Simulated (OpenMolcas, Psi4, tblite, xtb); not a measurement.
## SiClOF2 (SMILES [O][Si](F)(F)Cl): the dipole moment, rung by rung

SiClOF2 has 5 atoms, charge 0, and is taken as a doublet. As SMILES, `[O][Si](F)(F)Cl`. The shape is that of a PBE0-D4/def2-TZVP optimisation.

Quantity: the dipole moment, in D. The values are calculated.

```csv
level,kind,program,value (D),CPU time
GFN2-xTB,semi-empirical,tblite,2.97,under 2 s
GFN0-xTB,semi-empirical,xtb,2.02,under 2 s
UHF/def2-SVP,Hartree–Fock,Psi4,0.34,6.8 s
USVWN5/def2-SVP,LDA,OpenMolcas,1.40,20 s
UBLYP/def2-SVP,GGA,OpenMolcas,1.18,40 s
U-r2SCAN/def2-SVP,meta-GGA,OpenMolcas,0.34,35 s
UB3LYP/def2-SVP,global hybrid,OpenMolcas,0.77,31 s
```

The values span 0.34 to 2.97 D. Magnitudes only. Times are those of the runs behind each value, whatever else they computed, on shared processors of several kinds: orders of magnitude only.
